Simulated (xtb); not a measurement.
C6H17OSi2, doublet, from a rough starting geometry; GFN2-xTB in xtb.

Here is a job for xtb.
```
$ xtb mol.xyz --gfn 2 --uhf 1 --opt vtight --json

# file mol.xyz
26

C     -2.19346460    -1.90459402    -1.28819391
Si    -1.61823685    -0.50291539    -0.08996903
C     -2.43425095     1.19468609    -0.80625766
C     -2.13246845    -0.74244070     1.70519948
O      0.00145010    -0.33983492    -0.16571947
Si     1.51076406     0.21395931    -0.02232719
C      1.71691537     1.73438949    -1.13451291
C      2.69495900    -1.19995741    -0.57885565
C      1.77650796     0.65988090     1.80352717
H     -2.33616546    -1.76208913    -2.24062919
H     -2.33295913    -2.86589415    -0.84871254
H     -3.45077700     1.14290527    -0.70597337
H     -2.03731752     1.93951134    -0.23221902
H     -2.10443333     1.36856643    -1.79585110
H     -3.07839895    -1.32061262     1.76846652
H     -1.41628277    -1.39505961     2.19502007
H     -2.25611974     0.15402485     2.23990908
H      1.49487713     1.51994609    -2.21608704
H      2.72700674     2.10765980    -1.10150149
H      1.06483939     2.55081933    -0.81423668
H      2.43297823    -2.14244659    -0.01210233
H      3.67455956    -0.90073187    -0.46427669
H      2.56086413    -1.40798083    -1.62253930
H      0.92114416     1.23755688     2.15501887
H      2.70454211     1.13907249     1.99044267
H      1.77167271    -0.28456690     2.40145432
```

### Question
Predict the main parts of the log of this xtb run.

### Answer

```
   ID    Z sym.   atoms
    1    6 C      1, 3, 4, 7-9
    2   14 Si     2, 6
    3    8 O      5
    4    1 H      10-26

           -------------------------------------------------
          |                Calculation Setup                |
           -------------------------------------------------

           -------------------------------------------------
          |                 G F N 2 - x T B                 |
           -------------------------------------------------

          ...................................................
          :                      SETUP                      :
          :.................................................:
          :  # basis functions                  65          :
          :  # atomic orbitals                  63          :
          :  # shells                           37          :
          :  # electrons                        55          :
          :  max. iterations                   250          :
          :  Hamiltonian                  GFN2-xTB          :
          :  restarted?                      false          :
          :  GBSA solvation                  false          :
          :  PC potential                    false          :
          :  electronic temp.          300.0000000     K    :
          :  accuracy                    1.0000000          :
          :  -> integral cutoff          0.2500000E+02      :
          :  -> integral neglect         0.1000000E-07      :
          :  -> SCF convergence          0.1000000E-05 Eh   :
          :  -> wf. convergence          0.1000000E-03 e    :
          :  Broyden damping             0.4000000          :
          :  net charge                          0          :
          :  unpaired electrons                  1          :
          ...................................................

 iter      E             dE          RMSdq      gap      omega  full diag
   1    -29.2962321 -0.292962E+02  0.415E+00    5.61       0.0  T
   2    -29.4123081 -0.116076E+00  0.256E+00    4.56       1.0  T
   3    -29.4221957 -0.988757E-02  0.129E+00    5.55       1.0  T
   4    -29.4330422 -0.108465E-01  0.524E-01    5.05       1.0  T
   5    -29.4349472 -0.190504E-02  0.247E-01    5.14       1.0  T
   6    -29.4349337  0.135559E-04  0.123E-01    5.16       1.0  T
   7    -29.4351239 -0.190255E-03  0.558E-02    5.18       1.0  T
   8    -29.4351428 -0.188420E-04  0.209E-02    5.20       1.0  T
[...]
 * total energy  :   -29.0257177 Eh     change       -0.5016564E-06 Eh
 * total energy  :   -29.0257181 Eh     change       -0.3886037E-06 Eh
 * total energy  :   -29.0257184 Eh     change       -0.2790597E-06 Eh
 * total energy  :   -29.0257186 Eh     change       -0.1867993E-06 Eh
 * total energy  :   -29.0257187 Eh     change       -0.1295215E-06 Eh
 * total energy  :   -29.0257189 Eh     change       -0.1524529E-06 Eh
 * total energy  :   -29.0257191 Eh     change       -0.2880234E-06 Eh
 * total energy  :   -29.0257195 Eh     change       -0.3501531E-06 Eh
 * total energy  :   -29.0257199 Eh     change       -0.3855641E-06 Eh
 * total energy  :   -29.0257201 Eh     change       -0.2451141E-06 Eh
 * total energy  :   -29.0257202 Eh     change       -0.1096850E-06 Eh
 * total energy  :   -29.0257203 Eh     change       -0.6737093E-07 Eh
   *** GEOMETRY OPTIMIZATION CONVERGED AFTER 85 ITERATIONS ***
         :: total energy             -29.025720296795 Eh    ::
[...]
                             2 Si   0.848
     4   6 C    3.980 --    15 H    0.997    16 H    0.992    17 H    0.987
                             2 Si   0.848
     5   8 O    2.365 --     6 Si   1.100     2 Si   1.058
     6  14 Si   3.828 --     5 O    1.100     9 C    0.878     8 C    0.878
                             7 C    0.878
     7   6 C    3.979 --    19 H    0.994    18 H    0.989    20 H    0.989
                             6 Si   0.878
     8   6 C    3.979 --    22 H    0.995    21 H    0.989    23 H    0.989
                             6 Si   0.878
     9   6 C    3.978 --    25 H    0.994    24 H    0.989    26 H    0.989
                             6 Si   0.878
    10   1 H    0.997 --     1 C    0.986
    11   1 H    0.997 --     1 C    0.992
    12   1 H    0.999 --     3 C    0.996
    13   1 H    0.999 --     3 C    0.987
    14   1 H    0.999 --     3 C    0.992
    15   1 H    0.999 --     4 C    0.997
    16   1 H    0.999 --     4 C    0.992
    17   1 H    0.999 --     4 C    0.987
    18   1 H    0.999 --     7 C    0.989
    19   1 H    0.999 --     7 C    0.994
    20   1 H    0.999 --     7 C    0.989
    21   1 H    0.999 --     8 C    0.989
    22   1 H    0.998 --     8 C    0.995
    23   1 H    0.999 --     8 C    0.989
    24   1 H    0.999 --     9 C    0.989
    25   1 H    0.999 --     9 C    0.994
    26   1 H    0.999 --     9 C    0.989
 ---------------------------------------------------------------------------

Topologies differ in total number of bonds
Writing topology from bond orders to xtbtopo.mol

molecular dipole:
                 x           y           z       tot (Debye)
 q only:       -0.155      -0.046      -0.053
   full:       -0.099       0.134       0.092       0.483
molecular quadrupole (traceless):
                xx          xy          yy          xz          yz          zz
 q only:        1.652       1.291      -0.759       0.614       0.764      -0.894
  q+dip:        1.179       0.676      -0.760       0.025       1.419      -0.418
   full:        2.220       0.689      -1.221      -0.152       0.537      -0.999

optimized geometry written to: xtbopt.xyz

           -------------------------------------------------
          | TOTAL ENERGY              -29.025720296795 Eh   |
          | GRADIENT NORM               0.000052709184 Eh/α |
          | HOMO-LUMO GAP               5.017054796162 eV   |
           -------------------------------------------------
```
